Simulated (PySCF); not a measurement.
C₂H₁₀N₂OSi, SMILES C[C@@H](N)[Si@H](N)O.

Geometry optimised at r2SCAN-D4/def2-SVP. The structure was generated by enumeration; whether it is a known compound was not checked. One conformer was computed; it need not be the lowest.

The numbers are results of PBE0/def2-TZVP run with PySCF, not measurements.

The molecule is in vacuum.

```
Item                                                                                                           Result
---------------------------------------------------------------------------------------------  ----------------------
total energy                                                                                       -556.22528 hartree
highest occupied level                                                                                       -7.23 eV
lowest empty level                                                                                            0.42 eV
orbital gap                                                                                                   7.64 eV
dipole moment                                                                                                  2.73 D
quadrupole, principal values (traceless, Buckingham form, about the centre of nuclear charge)  -13.21, 3.63, 9.57 D·Å
mean static polarisability                                                                      68.7 bohr³ (10.18 Å³)
polarisability, principal values                                                               62.9, 68.7, 74.6 bohr³
```
